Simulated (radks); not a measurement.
Values are calculated unless marked as measured or tabulated.
Task: Species: Li I. Configuration: [He] 2s1. Code: a radial shooting solver on a logarithmic mesh with Libxc functionals. Model: Dirac Kohn-Sham, PBE, spin-unpolarised, spherical densities, point nucleus. Some entries of the table are withheld. Estimate them.

| orbital | occ. | eigenvalue (eV) | <r^2> (bohr^2) | r(max) (bohr) |
|---|---|---|---|---|
| 1s1/2 | 2 | -51.8544 | 0.4657 | 0.3610 |
| 2s1/2 | 1 | (1) | 18.20 | (2) |
| 2p1/2 | 0 | -1.0899 | 31.46 | 3.838 |
| 2p3/2 | 0 | -1.0898 | 31.46 | 3.838 |

Result: 
(1) 2s1/2 eigenvalue (eV): -2.8742
(2) 2s1/2 r(max) (bohr): 3.133
